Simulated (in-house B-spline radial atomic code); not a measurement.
**PBEsol excitations of Hg2+**

Method: PBEsol. Computed with an all-electron radial atomic-structure program (B-spline basis): linear response of the closed shell [Xe] 4f14 5d10 with the functional's adiabatic kernel; scalar-relativistic (spin-free one-electron X2C), finite nucleus, no spin-orbit coupling, no double excitations, S, P, D and F terms only; shells from n = 3 respond. Only terms of natural parity with L up to 3 were computed.

Spin-orbit coupling is strong here, so these LS terms don't match observed levels.

Command:
```bash
python run_td.py task.json out
```
Settings (radii: box in bohr, nucleus in fm):
```
Z                        80
electrons                78
configuration            [Xe] 4f14 5d10
hamiltonian              x2c
method                   pbesol
box_radius               29.48
rms_radius               5.4648
intervals                72
```

Run time, properties included: 11 s on 1 thread of Arm Neoverse N1 (shared host).

The lowest states, in the order of their Tamm-Dancoff energies; the method's threshold (minus the highest occupied level) is 28.774 eV. Labels give the largest channel, * marks a mixed state, and oscillator strengths are full-response dipole values. Semilocal kernels can invert the small singlet-triplet splittings of Rydberg terms. Energies in eV:

```
     state  full response  Tamm-Dancoff  oscillator strength
5d → 6s 3D          4.928         4.974                    -
5d → 6s 1D          5.926         5.982                    -
5d → 6p 3P              ?             ?                    -
5d → 6p 3F         13.541        13.565                    -
5d → 6p 1F         13.909        13.912                    -
5d → 6p 1P         14.786        14.897                0.872
5d → 7s 3D         20.643        20.646                    -
5d → 7s 1D         20.769        20.775                    -
5d → 6d 3S         21.439        21.452                    -
5d → 6d 3D         21.761        21.764                    -
5d → 6d 1D         21.911        21.919                    -
5d → 7p 3P              ?             ?                    -
5d → 7p 3F         22.884        22.888                    -
5d → 6d 1S         22.834        22.949                    -
5d → 7p 1F         22.958        22.959                    -
5d → 7p 1P         23.069        23.083               0.0318
```

(1) Where does 5d → 7p 3P lie?

(2) Where does 5d → 6p 3P lie?

(3) How large is the singlet-triplet splitting of 5d → 6s (D terms) in Tamm-Dancoff?

(4) What polarisabilities and dispersion coefficient does the method give?

Answers

(1) At 22.838 eV in full response, 22.845 eV in Tamm-Dancoff.

(2) At 13.360 eV in full response, 13.400 eV in Tamm-Dancoff.

(3) 1.01 eV, from the unrounded values.

(4) Dipole 8.215 bohr³, quadrupole 46.34 bohr⁵, C6 54.28 hartree·bohr⁶ for two such species.
